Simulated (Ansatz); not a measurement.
## A family of molecules: the atomisation energy (no zero-point term)

Gas-phase molecules, one atom swapped for its congeners: C2H6BO2 `CO[B]OC`; C2H6GaO2 `C[O][Ga][O]C`; C2H6InO2 `C[O][In][O]C`. The Al member is missing. All are doublets with charge 0.

Shapes, held fixed at every level: PBE0-D4/def2-TZVP. Flexible molecules stand in one conformer, not always the lowest. Programs: Ansatz 0.2.0. Values in eV.

```tsv
level	C2H6BO2	C2H6GaO2	C2H6InO2
HF/def2-TZVPP	33.17	28.99	27.66
BHLYP-D4/def2-TZVPP	43.67	39.29	38.09
PBE0-D4/def2-TZVPP	45.28	40.81	39.65
B2PLYP/def2-TZVPP	44.74	40.48	39.27
MP2/def2-SVP	43.83	39.50	38.13
CCSD(T)/def2-TZVPP	43.86	39.97	38.68
```

At CCSD(T)/def2-TZVPP the atomisation energy falls at every step, from 43.86 to 38.68 eV. Every level shows the same order. Open shells run unrestricted. For atoms past krypton def2 sets carry core potentials with scalar relativity. Relativity is left out for Ga. Outer-core shells of Ga, In are correlated, in sets that cover them unevenly. Spin-orbit coupling, which grows down the group, is left out (summed over each molecule's free atoms 0.03, 0.09, 0.21 eV). Coupled cluster in double- or triple-zeta sets underbinds by a few per cent against its basis-set limit.
